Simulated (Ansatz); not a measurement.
Geometry optimisation, RKS B3LYP/def2-SVP (Ansatz).

The input (input.yaml):

```yaml
crystal:
  periodic: [false, false, false]
  atoms:
    - { symbol: O, position_ang: [-1.8053, 0.1347, 0.9907] }
    - { symbol: Si, position_ang: [-0.6145, 0.81, -0.0218] }
    - { symbol: Cl, position_ang: [0.3503, 2.3579, 0.9725] }
    - { symbol: Ge, position_ang: [0.9712, -0.8534, -0.5409] }
    - { symbol: H, position_ang: [-1.3788, -0.1766, 1.7582] }
    - { symbol: H, position_ang: [-1.2004, 1.3536, -1.2628] }
    - { symbol: H, position_ang: [2.04928, -0.17187, -1.46578] }
    - { symbol: H, position_ang: [0.27182, -1.97176, -1.31856] }
    - { symbol: H, position_ang: [1.56815, -1.36083, 0.70936] }
basis:
  gaussian: { orbitals: def2-SVP }
hamiltonian:
  xc: b3lyp
relax:
  f_tol: 0.015
  max_steps: 40
```

Launched with:

```bash
$ ansatz run input.yaml --threads 2 --pin off --max-ram 3072MiB --backend cpu --events-out ev --progress --plain --runs-dir out
```

Q: Where does it end, and by what steps?

A: It converged. After 6 steps the energy has fallen by 0.197 eV; H6 moved furthest, 0.17 Å.

```csv
step,energy less start (eV),largest force component (eV/Å),accepted
0,0.0000,2.336,yes
1,-0.1275,0.954,yes
2,-0.1571,1.000,yes
3,-0.1834,0.521,yes
4,-0.1925,0.298,yes
5,-0.1966,0.052,yes
6,-0.1968,0.014,yes
```

```xyz
9
Properties=species:S:1:pos:R:3
O -1.809 0.219 0.983
Si -0.624 0.828 -0.012
Cl 0.410 2.389 0.927
Ge 1.003 -0.836 -0.588
H -1.536 -0.220 1.798
H -1.344 1.390 -1.179
H 2.123 -0.241 -1.464
H 0.349 -2.010 -1.348
H 1.640 -1.397 0.703
```

Whether the end is a true minimum wasn't checked by a vibrational analysis.

Time of the run: 27 s on 2 threads of Arm Neoverse V1 (shared host), peak memory 0.26 GiB.
